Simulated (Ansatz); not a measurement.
C4H4F4, SMILES `FC1(F)CCC1(F)F`. Charge 0, multiplicity 1.

```json
{"atom": "F1", "x (Å)": "0.919", "y (Å)": "1.876", "z (Å)": "0.742"}
{"atom": "C2", "x (Å)": "0.783", "y (Å)": "0.684", "z (Å)": "0.149"}
{"atom": "F3", "x (Å)": "1.949", "y (Å)": "0.383", "z (Å)": "-0.460"}
{"atom": "C4", "x (Å)": "0.239", "y (Å)": "-0.475", "z (Å)": "0.982"}
{"atom": "C5", "x (Å)": "-0.659", "y (Å)": "-0.875", "z (Å)": "-0.218"}
{"atom": "C6", "x (Å)": "-0.414", "y (Å)": "0.506", "z (Å)": "-0.822"}
{"atom": "F7", "x (Å)": "-0.156", "y (Å)": "0.583", "z (Å)": "-2.133"}
{"atom": "F8", "x (Å)": "-1.402", "y (Å)": "1.379", "z (Å)": "-0.537"}
{"atom": "H9", "x (Å)": "-0.334", "y (Å)": "-0.104", "z (Å)": "1.830"}
{"atom": "H10", "x (Å)": "0.985", "y (Å)": "-1.195", "z (Å)": "1.312"}
{"atom": "H11", "x (Å)": "-0.211", "y (Å)": "-1.652", "z (Å)": "-0.837"}
{"atom": "H12", "x (Å)": "-1.700", "y (Å)": "-1.109", "z (Å)": "-0.008"}
```

(1) What are the harmonic wavenumbers in cm⁻¹ at PBE0-D4/def2-TZVP (Ansatz, finite differences of forces, unscaled)? (An estimate is asked.)

(2) Is this a minimum?

(3) Give the ideal-gas thermochemistry at 298.15 K and 1 bar (rigid rotor, harmonic oscillator; point group C2, symmetry number 2).

(4) And at 400, 500, 600, 800 and 1000 K?

Results:

(1) Ansatz gave: 88, 199, 269, 321, 361, 426, 469, 518, 617, 676, 757, 767, 920, 951, 1018, 1077, 1142, 1201, 1203, 1227, 1248, 1286, 1332, 1384, 1451, 1479, 3114, 3115, 3176, 3187.

(2) Yes, all 30 modes are real.

(3) Zero-point energy 209.2 kJ/mol; H(298) − E = 229.7 kJ/mol; entropy 338.9 J/(mol·K), of which translation 169.4, rotation 110.8, vibration 58.8; G(298) − E = 128.6 kJ/mol. Modes under 100 cm⁻¹ are hindered rotations or soft bends, so the harmonic entropy is rough.

(4) 
```
T (K)  H − E (kJ/mol)  S (J/mol/K)  G − E (kJ/mol)
  400           242.7        376.4            92.1
  500           258.1        410.7            52.8
  600           275.6        442.6            10.1
  800           315.2        499.3           -84.2
 1000           359.0        548.2          -189.1
```
